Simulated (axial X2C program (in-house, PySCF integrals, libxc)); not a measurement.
**HgH: cheaper levels and CCSD(T), 2c**

Computed with an in-house all-electron X2C program for linear molecules (integrals from PySCF). Two-component (2c) means X2C with spin–orbit coupling and atomic mean-field two-electron Coulomb and Gaunt terms. Basis: Hg dyall-cv3z [13s14p9d6f4g], H dyall-v3z [6s2p1d] (cores contracted in-house); Gaussian nuclei, density fitting, unrestricted open shells. Masses: Hg 201.971 u, H 1.008 u.

State: Ω = 1/2 (⟨Sz⟩ = 0.49, ⟨Lz⟩ = 0.01 at HF); fragments Hg + H.

```json
{"level": "PBE0", "Re (Å)": "1.738", "ωe (cm⁻¹)": "1417.5", "De (eV)": "0.549"}
{"level": "HF", "Re (Å)": "1.749", "ωe (cm⁻¹)": "1421.7", "De (eV)": "0.272"}
{"level": "MP2", "Re (Å)": "1.713", "ωe (cm⁻¹)": "1442.1", "De (eV)": "0.142"}
{"level": "CCSD", "Re (Å)": "1.738", "ωe (cm⁻¹)": "1416.5", "De (eV)": "0.447"}
{"level": "PBE50", "Re (Å)": "1.719", "ωe (cm⁻¹)": "1513.0", "De (eV)": "0.611"}
```

Correlated methods: 13 electrons correlated (number of frozen shells: Hg 5 s, 4 p, 2 d, 1 f; H none), 219 virtual spin orbitals or spinors in MP2, 90 natural virtuals in coupled cluster.

CCSD(T), same Hamiltonian and basis:

Re = 1.742 Å, ωe = 1387.0 cm⁻¹, De = 0.41 eV; T1 = 0.022 (Lee–Taylor normalisation).

(1) Give the differences from CCSD(T) in the columns below.

The state is one determinant whose occupation by symmetry is held fixed; it was picked as the lowest of a PBE0 search that is not exhaustive. De is counted from the lowest determinant-based energies of the atoms at the same level, without counterpoise correction. Density functionals use the spin component along the axis (collinear). CCSD and (T) use frozen natural virtuals with an MP2 correction for the truncation; (T) itself is uncorrected, so its De runs slightly low.

Answers

(1) 

```tsv
level	ΔRe (Å)	Δωe (cm⁻¹)	ΔDe (eV)
PBE0	-0.004	30	0.14
HF	0.007	35	-0.14
MP2	-0.029	55	-0.27
CCSD	-0.004	30	0.04
PBE50	-0.023	126	0.20
```
